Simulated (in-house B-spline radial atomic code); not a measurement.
The numbers below are computed, except where a source is named.
## Two electrons in Si: a spherical dot of radius 4.1 nm with hard walls with a doubly ionised double donor at its centre

For Si the NSM archive of the Ioffe Institute lists m_l = 0.98 m0, m_t = 0.19 m0 and ε = 11.7; the model takes one isotropic valley with the conductivity mass 3/(1/m_l + 2/m_t) = 0.26 m0, and so misses anisotropy and the other valleys. All triplets below are those of one valley; with several valleys two electrons can form a triplet in the 1s orbital itself, at an energy set by the valley splitting. Real donors also feel a central-cell potential, which shifts the ground state; some double donors stay shallow and helium-like, others are deep centres that this model can't describe.

Effective-mass model with parabolic bands, a uniform dielectric constant, no image charges, no central-cell or spin-orbit terms. Two-electron levels come from full CI in B-splines with partial waves to l = 5 (up to 0.001 effective hartree above the limit).

**Question.** What are the effective units, and what is the potential in them?

**Answer.** Ha* = 27211.386 meV × 0.26/11.7² = 51.68 meV and a* = 0.0529177 nm × 11.7/0.26 = 2.381 nm. The radius is R = 1.72 a*, with −2/r added.

In these units the lowest s and p orbitals lie at -1.8439 and 1.1642, and their Coulomb and exchange integrals are J_ss = 1.4602, J_sp = 1.0754 and K_sp = 0.1807. Full CI gives -2.3231 for the ground singlet, 0.1961 for the sp triplet, 0.5152 for the sp singlet and 1.9784 for the lowest triplet of two s orbitals.

**Question.** What does it cost to add the second electron, to first order and exactly?

**Answer.** To first order E = 2ε_s + J_ss = -2.2277, so the charging energy E(2) − 2E(1) is J_ss = 75.47 meV. CI gives -2.3231 − 2 × (-1.8439) = 1.3647, or 70.53 meV: relaxation and correlation lower it by 4.933 meV, 6.5 % of J_ss. The s² configuration of one-electron orbitals holds 98.5 % of the state, and the mean radius is 1.59 nm.

**Question.** How far above the singlet do the triplets lie?

**Answer.** To first order the sp triplet lies at ε_s + ε_p + J_sp − K_sp = 0.2150, which is 126.2 meV above 2ε_s + J_ss. CI gives 0.1961 − (-2.3231) = 2.5192, or 130.2 meV, 84 % of the orbital spacing of 155.5 meV. The ss triplet lies 222.3 meV up, so the lower of the two is the sp one, and its gap equals k_BT at 1510 K. The sp singlet-triplet splitting is 16.5 meV, against 2K_sp = 18.68 meV.
